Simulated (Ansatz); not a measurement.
Geometry optimisation, RKS r2SCAN-D4/STO-3G (Ansatz 0.2.0).

Input:

```yaml
crystal:
  periodic: [false, false, false]
  atoms:
    - { symbol: "N", position_ang: [-1.6036, -0.9274, 0.5318] }
    - { symbol: Si, position_ang: [-0.3618, -0.1451, -0.3318] }
    - { symbol: C, position_ang: [1.06, -1.2687, -0.562] }
    - { symbol: F, position_ang: [0.7541, -2.3969, -1.1826] }
    - { symbol: Si, position_ang: [0.4855, 1.7819, 0.6457] }
    - { symbol: Cl, position_ang: [1.33931, 1.35954, 2.48312] }
    - { symbol: H, position_ang: [-1.8685, -1.7543, 0.0568] }
    - { symbol: H, position_ang: [-2.4475, -0.2824, 0.4499] }
    - { symbol: H, position_ang: [-0.9469, 0.2205, -1.6042] }
    - { symbol: H, position_ang: [1.5358, -1.5667, 0.431] }
    - { symbol: H, position_ang: [1.866, -0.8211, -1.1443] }
    - { symbol: H, position_ang: [-0.56645, 2.80725, 0.87246] }
    - { symbol: H, position_ang: [1.56428, 2.36779, -0.15089] }
basis:
  gaussian: { orbitals: STO-3G }
hamiltonian:
  xc: r2scan
  dispersion: d4
relax:
  f_tol: 0.015
  max_steps: 40
```

Run as:

```bash
$ ansatz run input.yaml --threads 1 --pin off --max-ram 2048MiB --backend cpu --events-out ev --progress --plain --runs-dir out
```

**Question.** Where does it end, and by what steps?

**Answer.** The forces met the threshold. The force dipped under the threshold on the way, but the program's further checks kept it going. Limits of this set-up: minimal basis. After 26 steps the energy has fallen by 0.809 eV; Cl6 moved furthest, 0.94 Å.

```json
{"step": "0", "energy less start (eV)": "0.0000", "largest force component (eV/Å)": "4.840", "accepted": "yes"}
{"step": "1", "energy less start (eV)": "-0.7201", "largest force component (eV/Å)": "1.091", "accepted": "yes"}
{"step": "2", "energy less start (eV)": "-0.7739", "largest force component (eV/Å)": "0.336", "accepted": "yes"}
{"step": "3", "energy less start (eV)": "-0.7906", "largest force component (eV/Å)": "0.112", "accepted": "yes"}
{"step": "4", "energy less start (eV)": "-0.7934", "largest force component (eV/Å)": "0.063", "accepted": "yes"}
{"step": "5", "energy less start (eV)": "-0.7945", "largest force component (eV/Å)": "0.066", "accepted": "yes"}
{"step": "6", "energy less start (eV)": "-0.7968", "largest force component (eV/Å)": "0.049", "accepted": "yes"}
{"step": "7", "energy less start (eV)": "-0.7977", "largest force component (eV/Å)": "0.162", "accepted": "yes"}
{"step": "8", "energy less start (eV)": "-0.7996", "largest force component (eV/Å)": "0.086", "accepted": "yes"}
{"step": "9", "energy less start (eV)": "-0.8017", "largest force component (eV/Å)": "0.071", "accepted": "yes"}
{"step": "10", "energy less start (eV)": "-0.8039", "largest force component (eV/Å)": "0.051", "accepted": "yes"}
{"step": "11", "energy less start (eV)": "-0.8041", "largest force component (eV/Å)": "0.141", "accepted": "yes"}
{"step": "12", "energy less start (eV)": "-0.8057", "largest force component (eV/Å)": "0.056", "accepted": "yes"}
{"step": "13", "energy less start (eV)": "-0.8064", "largest force component (eV/Å)": "0.027", "accepted": "yes"}
{"step": "14", "energy less start (eV)": "-0.8073", "largest force component (eV/Å)": "0.027", "accepted": "yes"}
{"step": "15", "energy less start (eV)": "-0.8054", "largest force component (eV/Å)": "0.181", "accepted": "no"}
{"step": "16", "energy less start (eV)": "-0.8077", "largest force component (eV/Å)": "0.023", "accepted": "yes"}
{"step": "17", "energy less start (eV)": "-0.8083", "largest force component (eV/Å)": "0.040", "accepted": "yes"}
{"step": "18", "energy less start (eV)": "-0.8086", "largest force component (eV/Å)": "0.048", "accepted": "yes"}
{"step": "19", "energy less start (eV)": "-0.8089", "largest force component (eV/Å)": "0.039", "accepted": "yes"}
{"step": "20", "energy less start (eV)": "-0.8091", "largest force component (eV/Å)": "0.033", "accepted": "yes"}
{"step": "21", "energy less start (eV)": "-0.8092", "largest force component (eV/Å)": "0.031", "accepted": "yes"}
{"step": "22", "energy less start (eV)": "-0.8093", "largest force component (eV/Å)": "0.031", "accepted": "yes"}
{"step": "23", "energy less start (eV)": "-0.8094", "largest force component (eV/Å)": "0.017", "accepted": "yes"}
{"step": "24", "energy less start (eV)": "-0.8094", "largest force component (eV/Å)": "0.009", "accepted": "yes"}
{"step": "25", "energy less start (eV)": "-0.8094", "largest force component (eV/Å)": "0.009", "accepted": "yes"}
{"step": "26", "energy less start (eV)": "-0.8095", "largest force component (eV/Å)": "0.010", "accepted": "yes"}
```

```xyz
13
Properties=species:S:1:pos:R:3
N -1.697 -0.746 0.436
Si -0.284 -0.061 -0.433
C 1.075 -1.409 -0.406
F 0.682 -2.594 -1.071
Si 0.398 1.812 0.660
Cl 2.065 1.360 1.887
H -1.900 -1.681 -0.009
H -2.548 -0.184 0.166
H -0.560 0.293 -1.822
H 1.333 -1.639 0.655
H 2.007 -1.007 -0.870
H -0.610 2.372 1.540
H 0.850 2.857 -0.239
```

Run time: 3 min on 1 thread of Arm Neoverse V1, on a shared host, peak memory 0.21 GiB.
